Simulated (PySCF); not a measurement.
Simulated Si 2p region for `CN(C)[SiH3]`, binding energy against the vacuum level.

Every computed line was given a Gaussian of 0.4 eV full width at half maximum and an area set by the number of equivalent atoms (split 2:1 within a doublet); the highest printed point is 100. Computed, not measured: delta-SCF UKS SCAN, pcX-2 on the ionised atom, pcseg-1 elsewhere, spin-free X2C in PySCF.

(binding energy (eV), intensity): (106.2, 0), (106.3, 2), (106.4, 8), (106.5, 26), (106.6, 58), (106.7, 90), (106.8, 100), (106.9, 79), (107.0, 46), (107.1, 27), (107.2, 29), (107.3, 43), (107.4, 50), (107.5, 43), (107.6, 26), (107.7, 11), (107.8, 3), (107.9, 1), (108.0, 0)

Q: How many maxima does the curve show, and how many computed lines lie under it?

A: The curve has 2 maxima (at 106.8 and 107.4 eV). Under it lie 2 lines from 1 inequivalent silicon site, drawn as a 2p3/2, 2p1/2 pair.

Q: Decompose the envelope and assign each component. Numbering: `[CH3:1][N:2]([CH3:3])[SiH3:4]`.

A: 
```
position (eV)  relative area      line  atoms   environment
       106.78           0.67  Si 2p3/2    Si4  SiH3 silicon
       107.40           0.33  Si 2p1/2    Si4  SiH3 silicon
```

Q: What are the centre and the root-mean-square width of the whole band?

A: The area-weighted mean of the lines is 106.99 eV. Their own spread about it is 0.29 eV (rms) and each Gaussian has σ = 0.4/2.355 = 0.17 eV; the variances add, which gives 0.34 eV.

No satellites, vibrations or lifetime broadening are included. The 2p values aren't plain energy differences: one relaxed spin-free 2p hole is combined with a matrix within the shell (ground-state 2p orbital-energy differences and spin–orbit coupling). 2p3/2, the mean of its two sublevels, lies a third of the splitting below the shell's mean and 2p1/2 two thirds above it; the statistical areas are 2:1. 2p1/2 minus 2p3/2 (ligand field included): Si 0.62 eV. Isolated species at its PBE0-D3(BJ)/def2-SVP geometry, gas phase.
